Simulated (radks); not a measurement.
Values are calculated unless marked as measured or tabulated.
Charge is removed step by step from the 4d (averaged over the sub-levels emptied) level of Pt+, starting from [Xe] 4f14 5d9. Level of theory: Dirac Kohn-Sham, PBEsol, spin-unpolarised, spherical densities, finite nucleus; open shells are shared between the two j in proportion to 2j + 1; Fermi nuclear charge, rms radius 5.427 fm (a radial shooting solver on a logarithmic mesh with Libxc functionals).

removed (e),E - E(0) (eV),eigenvalue (eV),E minus straight line (eV)
0,0.000,-314.10,0.000
0.125,39.453,-317.16,-1.385
0.25,79.291,-320.26,-2.384
0.375,119.52,-323.40,-2.994
0.5,160.14,-326.59,-3.207
0.625,201.17,-329.82,-3.020
0.75,242.60,-333.09,-2.426
0.875,284.44,-336.40,-1.421
1,326.70,-339.74,0.000

Removing the whole electron costs 326.70 eV by Delta-SCF, against 314.10 eV from minus the eigenvalue at the starting occupation. Slater's transition state (half an electron removed) gives 326.59 eV. Integrating minus the eigenvalue over the occupation (Janak's theorem) gives 326.70 eV. The mean slope of the eigenvalue, de/dn, is 25.6 eV per electron.
